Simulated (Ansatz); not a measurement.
Reaction (silylene loss): `C=C(O)B([SiH3])Cl` → `C=C(O)BCl` + `[SiH2]`

Program: Ansatz. Geometries: PBE0-D4/def2-TZVP. ΔE: electronic, gas phase. CCSD(T)/CBS is the MP2 limit (def2-TZVPP, def2-QZVPP) plus CCSD(T) − MP2 in def2-TZVPP, frozen cores. This one scheme is used for every species. Functionals use def2-TZVPP. One conformer a species, not always the lowest.

`C=C(O)B([SiH3])Cl`:

Cartesian coordinates in Å:
```
C -1.516 -0.715 1.442
C -0.563 -0.069 0.761
O 0.037 1.073 1.205
B -0.013 -0.533 -0.618
Si 1.439 0.513 -1.559
Cl -0.663 -1.979 -1.359
H -1.951 -1.616 1.034
H -1.881 -0.370 2.406
H -0.329 1.326 2.059
H 0.978 1.906 -1.814
H 2.654 0.578 -0.700
H 1.808 -0.112 -2.858
```

`C=C(O)BCl`:

Cartesian coordinates in Å:
```
C -0.054 -0.519 1.154
C 0.108 -0.196 -0.138
O 0.641 -1.027 -1.067
B -0.338 1.208 -0.604
Cl -0.170 1.708 -2.260
H -0.487 0.201 1.833
H 0.232 -1.486 1.561
H 0.877 -1.865 -0.654
H -0.809 1.976 0.175
```

`[SiH2]`:

Cartesian coordinates in Å:
```
Si -0.230 -0.672 -0.040
H 0.932 0.017 0.667
H -0.701 0.655 -0.627
```

```json
{"level": "PBE-D4", "ΔE (eV)": "2.36"}
{"level": "B2PLYP", "ΔE (eV)": "2.15"}
{"level": "PBE0", "ΔE (eV)": "2.31"}
{"level": "HF/CBS(def2)", "ΔE (eV)": "1.92"}
```

(1) What does CCSD(T)/CBS give? (An estimate is asked.)

Largest T1 diagnostic among the species: 0.014.

Answers

(1) The calculation gave: +2.25 eV. The listed levels differ from it by 0.11, -0.10, 0.06, -0.33 eV.

In def2-TZVPP, CCSD(T) changes the Hartree–Fock value by +0.25 eV (the triples alone add +0.07 eV) and MP2 by +0.41 eV. From PBE to PBE0 (25 % exact exchange), in def2-TZVPP and without D4, ΔE moves by +0.06 eV.
